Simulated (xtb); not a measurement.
xtb input file for ZnBr, SMILES [Zn][Br] (connectivity only; charge and spin as stated), neutral, multiplicity 2, GFN2-xTB. 

```
$ xtb mol.xyz --gfn 2 --sp --chrg 0 --uhf 1 --json
$ cat mol.xyz
2

Zn     0.00000000     0.00000000    -1.31472548
Br     0.00000000     0.00000000     1.12690755
```

Output:

```
[banner left out]
          |                Calculation Setup                |
           -------------------------------------------------



           -------------------------------------------------
          |                 G F N 2 - x T B                 |
           -------------------------------------------------

        Reference                      10.1021/acs.jctc.8b01176
      * Hamiltonian:
        H0-scaling (s, p, d)           1.850000    2.230000    2.230000
        zeta-weighting                 0.500000
      * Dispersion:
        s8                             2.700000
        a1                             0.520000
        a2                             5.000000
        s9                             5.000000
      * Repulsion:
        kExp                           1.500000    1.000000
        rExp                           1.000000
      * Coulomb:
        alpha                          2.000000
        third order                    shell-resolved
        anisotropic                    true
        a3                             3.000000
        a5                             4.000000
        cn-shift                       1.200000
        cn-exp                         4.000000
        max-rad                        5.000000


          ...................................................
          :                      SETUP                      :
          :.................................................:
          :  # basis functions                  14          :
          :  # atomic orbitals                  13          :
          :  # shells                            5          :
          :  # electrons                         9          :
          :  max. iterations                   250          :
          :  Hamiltonian                  GFN2-xTB          :
          :  restarted?                      false          :
          :  GBSA solvation                  false          :
          :  PC potential                    false          :
          :  electronic temp.          300.0000000     K    :
          :  accuracy                    1.0000000          :
          :  -> integral cutoff          0.2500000E+02      :
          :  -> integral neglect         0.1000000E-07      :
          :  -> SCF convergence          0.1000000E-05 Eh   :
          :  -> wf. convergence          0.1000000E-03 e    :
          :  Broyden damping             0.4000000          :
          :  net charge                          0          :
          :  unpaired electrons                  1          :
          ...................................................

 iter      E             dE          RMSdq      gap      omega  full diag
   1     -4.5807640 -0.458076E+01  0.222E+01    5.43       0.0  T
   2     -4.5771089  0.365511E-02  0.670E+00    6.49       1.0  T
   3     -4.5997030 -0.225941E-01  0.118E+01    6.09       1.0  T
   4     -4.6503823 -0.506794E-01  0.209E+00    6.72       1.0  T
   5     -4.6509471 -0.564808E-03  0.117E+00    6.75       1.0  T
   6     -4.6510262 -0.790255E-04  0.711E-01    6.73       1.0  T
   7     -4.6511660 -0.139833E-03  0.494E-01    6.69       1.0  T
   8     -4.6512769 -0.110872E-03  0.105E-01    6.71       1.0  T
   9     -4.6512824 -0.552160E-05  0.631E-02    6.72       1.1  T
  10     -4.6512845 -0.212277E-05  0.152E-02    6.72       4.7  T
  11     -4.6512847 -0.220550E-06  0.280E-03    6.72      25.3  T
  12     -4.6512847 -0.364302E-08  0.110E-03    6.72      64.2  T
  13     -4.6512847 -0.541061E-09  0.917E-05    6.72     770.9  T
  14     -4.6512847 -0.411671E-11  0.145E-06    6.72   48616.4  T

   *** convergence criteria satisfied after 14 iterations ***

         #    Occupation            Energy/Eh            Energy/eV
      -------------------------------------------------------------
         1        2.0000           -0.8292677             -22.5655
         2        2.0000           -0.4670197             -12.7083
         3        2.0000           -0.4140283             -11.2663
         4        2.0000           -0.4140283             -11.2663
         5        1.0000           -0.3692952             -10.0490 (HOMO)
         6                         -0.1223200              -3.3285 (LUMO)
         7                         -0.1223200              -3.3285
         8                          0.0494060               1.3444
         9                          0.0494060               1.3444
        10                          0.0500632               1.3623
       ...                                ...                  ...
        13                          0.4704110              12.8005
      -------------------------------------------------------------
                  HL-Gap            0.2469753 Eh            6.7205 eV
             Fermi-level           -0.3185763 Eh           -8.6689 eV

 SCC (total)                   0 d,  0 h,  0 min,  0.002 sec
 SCC setup                      ...        0 min,  0.000 sec (  3.433%)
 Dispersion                     ...        0 min,  0.000 sec (  0.613%)
 classical contributions        ...        0 min,  0.000 sec (  0.694%)
 integral evaluation            ...        0 min,  0.000 sec ( 12.485%)
 iterations                     ...        0 min,  0.001 sec ( 66.365%)
 molecular gradient             ...        0 min,  0.000 sec ( 12.829%)
 printout                       ...        0 min,  0.000 sec (  3.090%)

         :::::::::::::::::::::::::::::::::::::::::::::::::::::
         ::                     SUMMARY                     ::
         :::::::::::::::::::::::::::::::::::::::::::::::::::::
         :: total energy              -4.650456313409 Eh    ::
         :: gradient norm              0.000123916032 Eh/a0 ::
         :: HOMO-LUMO gap              6.720538633526 eV    ::
         ::.................................................::
         :: SCC energy                -4.651284729642 Eh    ::
         :: -> isotropic ES            0.030038806577 Eh    ::
         :: -> anisotropic ES          0.002179604115 Eh    ::
         :: -> anisotropic XC         -0.003702085655 Eh    ::
         :: -> dispersion             -0.001071282035 Eh    ::
         :: repulsion energy           0.000828416234 Eh    ::
         :: add. restraining           0.000000000000 Eh    ::
         :: total charge               0.000000000060 e     ::
         :::::::::::::::::::::::::::::::::::::::::::::::::::::

           -------------------------------------------------
          |                Property Printout                |
           -------------------------------------------------

    * Orbital Energies and Occupations

         #    Occupation            Energy/Eh            Energy/eV
      -------------------------------------------------------------
         1        2.0000           -0.8292677             -22.5655
         2        2.0000           -0.4670197             -12.7083
         3        2.0000           -0.4140283             -11.2663
         4        2.0000           -0.4140283             -11.2663
         5        1.0000           -0.3692952             -10.0490 (HOMO)
         6                         -0.1223200              -3.3285 (LUMO)
         7                         -0.1223200              -3.3285
         8                          0.0494060               1.3444
         9                          0.0494060               1.3444
        10                          0.0500632               1.3623
        11                          0.0541794               1.4743
        12                          0.0541794               1.4743
        13                          0.4704110              12.8005
      -------------------------------------------------------------
Note: The following floating-point exceptions are signalling: IEEE_DENORMAL
normal termination of xtb
                  HL-Gap            0.2469753 Eh            6.7205 eV
             Fermi-level           -0.3185763 Eh           -8.6689 eV

     #   Z          covCN         q      C6AA      α(0)
     1  30 Zn       0.777     0.251   308.258    41.827
     2  35 Br       0.777    -0.251   191.591    22.316

 Mol. C6AA /au·bohr⁶  :        957.394986
 Mol. C8AA /au·bohr⁸  :      68277.064143
 Mol. α(0) /au        :         64.143226


Wiberg/Mayer (AO) data.
largest (>0.10) Wiberg bond orders for each atom

 ---------------------------------------------------------------------------
     #   Z sym  total        # sym  WBO       # sym  WBO       # sym  WBO
 ---------------------------------------------------------------------------
     1  30 Zn   1.011 --     2 Br   1.011
     2  35 Br   1.011 --     1 Zn   1.011
 ---------------------------------------------------------------------------

Topologies differ in total number of bonds
Writing topology from bond orders to xtbtopo.mol

molecular dipole:
                 x           y           z       tot (Debye)
 q only:        0.000       0.000      -1.160
   full:        0.000       0.000      -1.729       4.396
molecular quadrupole (traceless):
                xx          xy          yy          xz          yz          zz
 q only:       -0.206       0.000      -0.206       0.000       0.000       0.412
  q+dip:        1.566       0.000       1.566       0.000       0.000      -3.132
   full:        2.082       0.000       2.082       0.000       0.000      -4.165


           -------------------------------------------------
          | TOTAL ENERGY               -4.650456313409 Eh   |
          | GRADIENT NORM               0.000123916032 Eh/α |
          | HOMO-LUMO GAP               6.720538633526 eV   |
           -------------------------------------------------

------------------------------------------------------------------------
------------------------------------------------------------------------
 total:
 SCF:
```

The calculation finished and met its thresholds.
